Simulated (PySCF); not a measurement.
C₆H₄Cl, SMILES c1c(cc[c]c1)Cl, multiplicity 2. The structure is a stationary point at PBE-D3(BJ)/def2-SVP. The isomer is the one that the SMILES or the coordinates give; other isomers of the formula were not compared.

Level of theory: PySCF with PBE-D3(BJ)/def2-SVP.

Harmonic wavenumbers (cm⁻¹): 195, 291, 391, 412, 452, 583, 661, 686, 767, 770, 913, 928, 954, 1023, 1061, 1076, 1121, 1231, 1333, 1370, 1422, 1539, 1602, 3113, 3114, 3135, 3136. Rotational constants (GHz): 5.509, 1.620, 1.252; symmetry number 2.

Task: Work out the zero-point energy and the ideal-gas rigid-rotor harmonic-oscillator thermochemistry at 298.15 K and 1 atm.

Result: ZPE = ½ Σ hcν = ½ × 33279 cm⁻¹ = 47.58 kcal/mol. H − E(el) = 51.69 kcal/mol. Entropy in cal/(mol K): translation 40.04, rotation 26.38, vibration 8.75, spin 1.38, total 76.55. G − E(el) = 28.86 kcal/mol. Cp = 23.27 cal/(mol K).
